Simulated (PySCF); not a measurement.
**Two-dimensional NMR puzzle**

Compound of formula C6H7F3Si. Correlations simulated from computed shifts and the bond graph:

HSQC (one-bond C–H):
```tsv
δH	δC
7.21	151.6
6.59	134.1
6.43	138.7
0.41	-7.2
```

COSY cross peaks (H two or three bonds apart, from the bond graph; peaks can be absent where the dihedral angle is near 90°):
```tsv
δH	δH
7.21	6.43
6.59	4.95
6.43	4.95
4.95	0.41
```

HMBC (two and three bonds, from the bond graph):
```tsv
δH	δC
7.21	157.1, 138.7, 134.1, 131.8
6.59	157.1, 151.6, 138.7, 131.8, -7.2
6.43	157.1, 151.6, 134.1, -7.2
4.95	157.1, 151.6, 138.7, 134.1, -7.2
0.41	138.7, 134.1
```

Carbons without hydrogens: δ 157.1, 131.8.

Theoretical values (PySCF 2.14.0 with density-fitted response routines): shieldings: GIAO PBE/pcSseg-1, PBE0-D3(BJ)/def2-SVP structure. One averaged value for each set of equivalent atoms, a single conformation, relativity neglected, gas phase.

Referencing at the same level of theory: $^{1}$H (σref 31.20), $^{13}$C (σref 180.03) against TMS.

Exchangeable hydrogens are left out of these lists.

Question: Work out the connectivity.

Answer: `InChI=1S/C6H7F3Si/c1-10-3-2-5(4-10)6(7,8)9/h2-4,10H,1H3/t10-/m0/s1`.

Atom-mapped SMILES (the numbers label the heavy atoms): `[CH3:1][Si@H:2]1[CH:3]=[CH:4][C:5]([C:6]([F:7])([F:8])[F:9])=[CH:10]1` (H(Xn): hydrogen on atom n).

1. δC 157.1 is C5, a fully substituted alkene carbon.
2. δC 151.6 is C4, an alkene CH (δH 7.21).
3. δC 138.7 is C3, an alkene CH (δH 6.43).
4. δC 134.1 is C10, an alkene CH (δH 6.59).
5. δC 131.8 is C6, a CF3 carbon.
6. δC -7.2 is C1, a methyl carbon bonded to Si (δH 0.41).
7. HMBC from δH 7.21 reaches the proton-free carbons C5, C6.
8. HMBC from δH 6.59 reaches the proton-free carbons C5, C6.
9. HMBC from δH 6.43 reaches the proton-free carbon C5.
10. HMBC from δH 4.95 reaches the proton-free carbon C5.
11. COSY links 7.21–6.43, 6.59–4.95, 6.43–4.95, 4.95–0.41.

The data come from this structure; uniqueness wasn't tested.

Shifts are as computed. Against solution values, carbons near 30 ppm lie about +2 ppm off and those near 130 ppm about +2 ppm. Of 1309 compounds with measured shifts, 239 miss one by over three times the rms of a fit or turn the order of signals round; such compounds aren't used in these exercises.
